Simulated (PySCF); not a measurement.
Structure problem from calculated spectra and properties.

Elements present: Br, C, H, O and Si. Monoisotopic mass: 199.9145 u.

| Property | Result |
| --- | --- |
| 13C NMR | chemical shifts (computed TMS as zero) by class: -6.3 (1 C) ppm [GIAO PBE0/pcSseg-1] |
| Polarisability | 112.8 au [CAM-B3LYP/def2-SVPD] |
| Triplet | lowest triplet excitation (Tamm–Dancoff): 6.62 eV [TDA CAM-B3LYP/def2-SVPD] |
| Rotational structure | rotational constants A, B, C: 1.590, 0.708, 0.572 GHz [PBE0-D3(BJ)/def2-SVP] |
| Valence photoelectron | vertical ionisation energy: 10.45 eV [ΔSCF CAM-B3LYP/def2-SVPD] |
| UV, first state | lowest singlet excitation: 7.04 eV (176 nm, f = 0.024) [TDDFT CAM-B3LYP/def2-SVPD] |
| Dipole | 1.66 D [CAM-B3LYP/def2-SVPD] |

Electronic properties: PySCF, gas phase, density fitting. Levels stand in brackets. One conformer (not necessarily the lowest) at the PBE0-D3(BJ)/def2-SVP geometry, without solvent, vibrations or thermal averaging. Relativistic effects, spin–orbit coupling among them, are left out although an element past zinc is present. NMR classes are plain means over equivalent atoms (diastereotopic ones count apart unless rotation or inversion swaps them), as if these changed places fast.

Question: Which formula fits the mass and the elements?

Answer: CH9BrOSi3 (calculated 199.9145). No other formula that holds each of these elements comes within 0.0003 u with a fitting electron parity and a possible valence count.

Question: What is the compound? Reason from the data.

Answer: Numbering: `[SiH3:1][CH2:2][SiH2:3][O:4][SiH2:5][Br:6]`. Its formula, CH9BrOSi3, gives 0 degrees of unsaturation, so no ring and no π bond. The one carbon: sp3 carbon bound to silicon [C2] (-6.3 ppm). The first electron is taken from the HOMO, whose largest Löwdin shares are 0.64 on the bromine bonded to Si, 0.13 on an oxygen-bound silicon, 0.07 on an Si–H hydrogen and 0.06 on an Si–H hydrogen. The optimised geometry has point group C1 and is an asymmetric top. Structure: `[SiH3]C[SiH2]O[SiH2]Br`. The assignments are read from this structure; whether some other isomer fits the data as well wasn't checked.

Conformer computed: `[SiH3:1][CH2:2][SiH2:3][O:4][SiH2:5][Br:6]`: Si1–C2–Si3–O4 -58°, C2–Si3–O4–Si5 84°, Si3–O4–Si5–Br6 10°.
